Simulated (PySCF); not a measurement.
## Worked example: entropy of an ideal gas

Sn(H)(Me) (CH4Sn), SMILES [SnH][CH3] (connectivity only; charge and spin as stated), neutral, multiplicity 1.

Coordinates come from a r2SCAN-D4/def2-TZVP optimisation. The def2 effective core potentials stand for the cores of Sn; spin–orbit coupling is left out.

PySCF 2.14.0 with r2SCAN-D4/def2-TZVP gives the harmonic wavenumbers 136, 482, 518, 537, 786, 1177, 1434, 1440, 1692, 3020, 3097, 3139 cm⁻¹ and the rotational temperatures 3.8304, 0.3435, 0.3285 K. The molar mass is 134.75 g/mol, the symmetry number 1, the spin multiplicity 1.

Task: Work out the entropy at 298.15 K and 1 atm in the rigid-rotor, harmonic-oscillator model.

Result: 
Translation (Sackur–Tetrode at 1 atm): S = R[1.5 ln M + 2.5 ln T − 1.16487] = 169.9 J/(mol K).
Rotation: q = (√π/σ) T^1.5/√(θA θB θC) = 13900, S = R[ln q + 3/2] = 91.8 J/(mol K).
Vibration: with u = 1.4388 ν/T, each mode gives R[u/(e^u − 1) − ln(1 − e^−u)]:
| ν (cm⁻¹) | modes | u | S (J/(mol K)) |
|---|---|---|---|
| 136 | 1 | 0.66 | 11.96 |
| 482 | 1 | 2.33 | 2.95 |
| 518 | 1 | 2.50 | 2.57 |
| 537 | 1 | 2.59 | 2.39 |
| 786 | 1 | 3.79 | 0.92 |
| 1177 | 1 | 5.68 | 0.19 |
| 1434 | 1 | 6.92 | 0.07 |
| 1440 | 1 | 6.95 | 0.06 |
| 1692 | 1 | 8.17 | 0.02 |
The stiffer modes add less than 0.005 each. Sum 21.1 J/(mol K).
Spin: R ln 1 = 0.0 J/(mol K).
Total 282.8 J/(mol K); the program's own thermochemistry gives 282.8. Translation makes up 60 % and vibration 7 %. Anharmonicity, hindered rotation and orbital degeneracy are left out.
